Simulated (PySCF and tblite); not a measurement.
The numbers below are computed, except where a source is named.
System: C3H5BF2Ge, numbered as in [F:1][B:2]([F:3])[C:4]1=[CH:5][GeH2:6][CH2:7]1.

For the rotation about the B2–C4 bond (torsion F1–B2–C4–C5 from 0° to 180°, rising): electronic barrier 4.37 kcal/mol, zero-point change -0.12 kcal/mol, thermal and entropy terms at 400 K a further 0.75 kcal/mol (symmetry numbers apart). The minimum is Cs, the saddle Cs. Geometries: GFN2-xTB; energies: PBE0/pcSseg-1 + D3(BJ); zero-point and thermal terms from GFN2-xTB harmonic modes (soft modes blended into free rotors). Rate constants are transition-state-theory values, counting equivalent paths, without tunnelling. (PySCF 2.14 with density fitting, tblite 0.8.)

Question: How many equivalent paths lead out of the minimum?

Answer: 2: the symmetry number of the minimum is 1, that of the saddle displaced along its mode 1, and the displaced saddle is chiral while the minimum is not, which doubles the count.

Question: Work out the rate at 400 K.

Answer: ΔG‡ = 5.00 kcal/mol; k_B T/h = 8.3×10¹² s⁻¹; exp(−ΔG‡/RT) = 0.0019; times 2 gives k = 3.1×10¹⁰ s⁻¹. Wigner's tunnelling factor for the 55i cm⁻¹ mode would be 1.00.

Spin–orbit effects of heavy atoms on shieldings are missing.
